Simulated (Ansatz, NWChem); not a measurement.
**CH2BrF (SMILES FCBr): from total energies to a heat of formation**

CH2BrF: 5 atoms, total charge 0, spin state singlet. As SMILES, `FCBr`. The coordinates come from a PBE0-D4/def2-TZVP relaxation.

```xyz
5

F     0.6869    1.1707    0.1630
C     0.1500   -0.0667    0.0766
Br   -1.5449   -0.0125   -0.8552
H     0.8077   -0.7136   -0.5004
H    -0.0497   -0.4515    1.0746
```

Total energies at MP3/cc-pVDZ, 11 core orbitals frozen (NWChem 7.3.0); the atoms run unrestricted:

| species | state | energy (Eh) |
| --- | --- | --- |
| CH2BrF | singlet | -2711.321272 |
| F | doublet | -99.525416 |
| C | triplet | -37.753248 |
| Br | doublet | -2572.484702 |
| H | doublet | -0.499278 |

Harmonic wavenumbers at PBE0-D4/def2-TZVP, in cm⁻¹: 317, 658, 946, 1116, 1253, 1337, 1492, 3106, 3189.

Measured heats of formation of the gaseous atoms at 298.15 K, in kJ/mol: F 79.4, C 716.9, Br 111.9, H 218.0. Spin-orbit lowering of the atoms at 298 K (mean of the ground term's levels less their thermal mean, from spectra), in kJ/mol: F 1.29, C 0.02, Br 14.69. Take 1 Eh = 2625.50 kJ/mol, 1 cm⁻¹ = 0.0119627 kJ/mol, RT = 2.479 kJ/mol.

Q: Work out the heat of formation of the gas at 298 K.

A: 
1. Electronic atomisation energy: (-99.525416) + (-37.753248) + (-2572.484702) + 2 × (-0.499278) − (-2711.321272) = 0.559350 Eh = 1468.6 kJ/mol.
2. Zero-point energy: half the sum of the wavenumbers, 6707 cm⁻¹ = 80.2 kJ/mol.
3. Thermal vibrational enthalpy, Σ hcν̃/(exp(hcν̃/kT) − 1): 1.6 kJ/mol. Translation, rotation and pV of a non-linear molecule: 4 RT = 9.9 kJ/mol.
4. The 5 free atoms carry 5/2 RT each: 31.0 kJ/mol.
5. Spin-orbit coupling lowers the free atoms by 1.29 + 0.02 + 14.69 = 16.0 kJ/mol.
6. Atomisation enthalpy at 298 K: 1468.6 − 16.0 − 80.2 − 1.6 − 9.9 + 31.0 = 1391.9 kJ/mol.
7. Sum of the atoms' heats of formation: 1344.2 kJ/mol. Heat of formation: 1344.2 − 1391.9 = -47.7 kJ/mol.

The tabulated value is -212.4 kJ/mol (Active Thermochemical Tables), so this level is off by +164.7 kJ/mol, or 10.6 % of the atomisation enthalpy. Perturbation theory converges slowly with the basis for atomisation. Relativity is left out. A double-zeta basis underbinds. Anharmonicity and any spin-orbit splitting of the molecule are left out, and so is core correlation.
